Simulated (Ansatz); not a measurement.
Compare A (`[SiH3]N=C1CC1`) with its isomer B (`CC[SiH2]C#N`).

Calculated with Ansatz (gas phase, PBE0-D4/def2-TZVP geometries, no zero-point term in ΔE). CCSD(T)/CBS adds triple-zeta CCSD(T) − MP2 to the extrapolated MP2 energy (def2 sets, frozen cores). DFT in def2-TZVPP. B3LYP here is the variant with VWN-RPA as its local correlation; programs differ in this. One conformer a species, not always the lowest.

(1) Which is lower in electronic energy at CCSD(T)/CBS, and by how much? (Estimate.)

(2) Give E(B) − E(A) in kJ/mol with B3LYP-D4, B2PLYP, PBE-D4, HF/def2-TZVPP, PBE0-D4, r2SCAN-D4, B3LYP. (Best estimate.)

Largest T1 diagnostic: 0.012.

## Answers

(1) The calculation gave: B, by 175.6 kJ/mol.

(2) Ansatz gave: B3LYP-D4 -157.3, B2PLYP -171.0, PBE-D4 -137.8, HF/def2-TZVPP -180.6, PBE0-D4 -139.7, r2SCAN-D4 -146.4, B3LYP -157.7. None reverses the order clearly.
